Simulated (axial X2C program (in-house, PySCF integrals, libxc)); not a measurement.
# Testing model relations on InP⁻

A bond curve at the B97-3 level, with spin–orbit coupling, was computed with an in-house all-electron X2C program for linear molecules (integrals from PySCF) (basis In dyall-acv3z [12s13p10d5f1g], P dyall-av3z [9s8p3d2f] (cores contracted in-house)) for the state Ω = 3/2 (⟨Sz⟩ = 0.50, ⟨Lz⟩ = 1.00 at B97-3). Its fit gives Re = 2.4731 Å, ωe = 321.2 cm⁻¹, ωexe = 0.998 cm⁻¹ and αe = 4.923e-04 cm⁻¹; the masses are 114.9039 and 30.9738 u. Two-component means X2C with spin–orbit coupling and atomic mean-field Coulomb and Gaunt terms.

Problem. Find the reduced mass, Be and the force constant.

Solution. From the B97-3 values: μ = 24.3972 u. Be = 16.8576/(μ Re²) = 0.113 cm⁻¹. k = 5.8918×10⁻⁷ μ ωe² = 1.48 mdyn/Å.

Problem. A Morse curve ties αe to the other constants (Pekeris). How well does that hold?

Solution. αe(Morse) = 6Be²/ωe × (√(ωexe/Be) − 1) = 4.702e-04 cm⁻¹; the B97-3 curve gives 4.923e-04 cm⁻¹, a ratio of 0.96.

Problem. Estimate the centrifugal constant by the Kratzer relation.

Solution. D = 4Be³/ωe² = 5.59e-08 cm⁻¹.

Problem. Where do the fundamental and the first overtone lie?

Solution. ν(1←0) = ωe − 2ωexe = 319.2 cm⁻¹; ν(2←0) = 2ωe − 6ωexe = 636.4 cm⁻¹.

The state is a single determinant with fixed occupations, the lowest that a limited PBE0 search found. Density functionals use the spin component along the axis (collinear). PBE0 can misorder states that lie within some tenths of an eV, so this need not be the ground state of the molecule. The nearest other 2c determinant of the search, Ω = 1/2, lies 0.06 eV up at the distance of the search. Without a current term, density functionals place determinants with orbital angular momentum somewhat too high. The highest occupied level of some functionals is positive through self-interaction error; at Hartree–Fock it is bound.
